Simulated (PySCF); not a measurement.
## Bond length, frequency and bond energy of GeSb by level of theory

State: ²Π (doublet), unpaired electrons π ↑. Set-up: PySCF, scalar-relativistic core potentials, basis sets Ge cc-pVDZ-PP with ECP10, Sb cc-pVDZ-PP with ECP28. De refers to Ge + Sb in their high-spin ground configurations, without counterpoise correction. The functionals are run spin-unrestricted. A positive dipole means Ge(−)Sb(+). Levels whose curve was spin-contaminated or gave no clean fit are not listed.

| Level | Re (Å) | ωe (cm⁻¹) | De (eV) | μ (D) |
| --- | --- | --- | --- | --- |
| UHF-CCSD | 2.477 | 282 | 1.78 | n/a |
| UHF-CCSD(T) | 2.497 | 267 | 2.02 | n/a |
| PBE | 2.487 | 272 | 2.89 | -0.36 |
| BLYP | 2.513 | 260 | 2.93 | -0.39 |
| r²SCAN | 2.457 | 283 | 2.60 | -0.35 |
| PBE0 | 2.450 | 289 | 2.53 | -0.48 |
| r²SCAN0 | 2.440 | 276 | 2.33 | -0.45 |
| M06 | 2.470 | 284 | 3.16 | -0.32 |
| ωB97X | 2.419 | 307 | 2.91 | -0.56 |

Task: Which functional lies closest to UHF-CCSD(T) in De, which farthest, and by how much do they differ from it?

Result: Closest is r²SCAN0 (-5.7 pm in Re, +3.4 % in ωe, +0.31 eV in De against UHF-CCSD(T) in the same basis), farthest M06 (-2.7 pm in Re, +6.4 % in ωe, +1.14 eV in De). CCSD(T) converges more slowly with the basis than the functionals do and binds too weakly in this one, so the order can change at the basis-set limit.

Task: What does the step from GGA to meta-GGA do here, going from PBE to r²SCAN?

Result: r²SCAN less PBE: -3.0 pm in Re, +4.0 % in ωe, -0.29 eV in De. 

Task: What does a quarter of exact exchange do here, going from r²SCAN to r²SCAN0?

Result: r²SCAN0 less r²SCAN: -1.7 pm in Re, -2.5 % in ωe, -0.27 eV in De. Exact exchange removes part of the self-interaction that spreads semilocal densities, and in most molecules shortens and stiffens the bond and lowers De; here ωe goes the other way.

Correlated steps freeze 8 core orbitals. Correlated levels converge slowly with the basis: in double zeta they bind strong bonds too weakly, by up to about 1 eV, and carry superposition errors of some tenths. These are scalar-relativistic numbers at best; spin–orbit coupling would shift them, the dissociation energy most. The state was picked by a PBE0 search and need not be the measured ground state.

The whole job (state search and all levels along the bond) took about 2.7 min on 1 thread of Intel Xeon Platinum 8375C @ 2.90GHz (shared host), peak memory 0.48 GiB.
